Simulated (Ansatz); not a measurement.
yttrium atom (Y), doublet (typed; the unrestricted solution is spin-contaminated) (core potentials on Y); R2SCAN/def2-TZVPD (Ansatz, a first-principles code).

The Ansatz input:
Ansatz 0.2 input:
```yaml
crystal:
  periodic: [false, false, false]
  atoms:
    - {symbol: Y, position_ang: [0.00000000, 0.00000000, 0.00000000]}
basis:
  gaussian:
    orbitals: def2-TZVPD
hamiltonian:
  xc: r2scan
magnetization: {spin_polarized: true, initial_magnetization: 1}
```

Output, abridged:

```
Functional definition: r2SCAN
336 factors; their error is unknown
mean field evaluation 1: about -1039.9567 eV, gradient 4.4e0 eV
mean field evaluation 2: about -1040.0945 eV, gradient 2.3e0 eV
mean field evaluation 4: about -1040.2002 eV, gradient 6.9e-1 eV
mean field evaluation 8: about -1040.2855 eV, gradient 1.8e-2 eV
mean field evaluation 16: about -1040.2826 eV, gradient 2.0e-4 eV
mean field evaluation 32: about -1037.9411 eV, gradient 7.8e0 eV
mean field evaluation 64: about -1040.2853 eV, gradient 7.0e-2 eV
mean field evaluation 96: about -1040.2586 eV, gradient 1.2e0 eV
mean field evaluation 128: about -1038.6467 eV, gradient 7.2e-1 eV
mean field evaluation 160: about -1039.3342 eV, gradient 3.9e0 eV
mean field evaluation 192: about -1039.4594 eV, gradient 4.4e0 eV
mean field evaluation 224: about -1040.1038 eV, gradient 6.8e-2 eV
mean field evaluation 256: about -1039.7031 eV, gradient 2.7e0 eV
mean field -1040.28270616 eV, -38.2296843224 hartree, gradient 2.3e-5 eV, S^2 1.150890; 40 other end points of the search recorded, 0 dependent functions left out
reference -1040.28273828 eV, -38.2296855029 hartree; 6, 5 occupied and 34, 35 virtual orbitals, 336 factors
Total energy: -1040.28273828 eV, -38.2296855029 hartree
```
